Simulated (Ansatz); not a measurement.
`[NH2][InH][Br]` + H₂ → `[Br][InH2]` + NH₃ at 500 K and 1 bar (hydrogenolysis of the In–N bond).

Gas-phase electronic energies from Ansatz, PBE0-D4/def2-TZVP geometries. CBS: MP2 limit from def2 TZ/QZ plus the TZ coupled-cluster correction, frozen cores. This one scheme is used for every species. def2 core potentials past Kr. For Br, In outer-core shells are correlated without core-valence functions, which leaves a few kJ/mol of doubt a bond. Scalar relativity is left out up to krypton. One conformer a species, not always the lowest.

```csv
species,CCSD(T)/CBS energy (Eh),H − E (kJ/mol),S (J/(mol·K))
`[NH2][InH][Br]`,-2819.69701,118.8,378.7
H₂,-1.17544,41.0,145.5
`[Br][InH2]`,-2764.36342,58.2,318.8
NH₃,-56.50880,108.2,211.8
```

H − E and S are ideal-gas, rigid-rotor, harmonic terms from PBE0-D4/def2-TZVP, for one conformer and one mirror image of each species. The MP2-based limit puts H₂ 0.8 mEh under its directly extrapolated value; such offsets cancel only in part. 1 Eh = 2625.50 kJ/mol, R = 8.31446 J/(mol·K).

Question: By hand: ΔE, ΔH, ΔS and ΔG.

Answer: ΔE = (-2764.36342) + (-56.50880) − (-2819.69701) − (-1.17544) = 0.00023 Eh = 0.6 kJ/mol. Δ(H − E) = 58.2 + 108.2 − 118.8 − 41.0 = 6.6, so ΔH = 7.2 kJ/mol. ΔS = 318.8 + 211.8 − 378.7 − 145.5 = 6.4 J/(mol·K). ΔG = 7.2 − 500 × (6.4)/1000 = 4.0 kJ/mol.

Question: By hand: the equilibrium constant, and the temperature at which ΔG would vanish if ΔH and ΔS stayed fixed.

Answer: log₁₀ K = −ΔG/(RT ln 10) = -0.4. ΔG = 0 at ΔH/ΔS = 1125 K, though so small a ΔH makes that figure unsure.

TΔS isn't small against ΔH here. The sign of ΔG lies within the doubt. A doubt of 5 kJ/mol in ΔE shifts log₁₀ K by 0.5 here. Other conformers and mirror images would add mixing entropy, several J/(mol·K) or more a flexible species. These are equilibria of isolated gas molecules and say nothing of rates. Largest T1 diagnostic: 0.013 (customary marks: 0.02 for closed shells, 0.045 for open ones).
